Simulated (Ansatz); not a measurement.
`FC(F)(F)C(F)(F)C(F)(F)F` + `OBF` → `FBOC(F)(F)F` + `FC(F)C(F)(F)F`  (substitution at a C–C bond)

Computed with Ansatz on PBE0-D4/def2-TZVP structures; ΔE is electronic, products minus reactants. CCSD(T)/CBS adds triple-zeta CCSD(T) − MP2 to the extrapolated MP2 energy (def2 sets, frozen cores). This one scheme is used for every species. One conformer a species, not always the lowest.

```tsv
species	MP2/def2-SVP energy (Eh)
`FC(F)(F)C(F)(F)C(F)(F)F`	-910.23618
`OBF`	-200.56367
`FBOC(F)(F)F`	-536.57501
`FC(F)C(F)(F)F`	-574.22976
```

Problem. Work out ΔE.

Solution. ΔE = (-536.57501) + (-574.22976) − (-910.23618) − (-200.56367) = -0.00492 Eh = -12.9 kJ/mol. CCSD(T)/CBS gives -11.5 kJ/mol.

Largest T1 diagnostic among the species: 0.013.

Leaving LDA and LC-ωPBE aside and taking each functional with its dispersion term where it has one, the values, not all of them listed here, spread over 14.1 kJ/mol, from BHLYP-D4 to revPBE-D4. LDA lies +6.0 kJ/mol from PBE without D4. The D4 term adds +5.9 kJ/mol with B3LYP and +3.4 kJ/mol with PBE0; it sums over pairs of atoms, weighted by their polarisabilities, and B3LYP, whose exchange is more repulsive, gets the larger term. From PBE to PBE0 (25 % exact exchange), in def2-TZVPP and without D4, ΔE moves by −5.5 kJ/mol.

B3LYP here is the variant with VWN-RPA as its local correlation; programs differ in this.
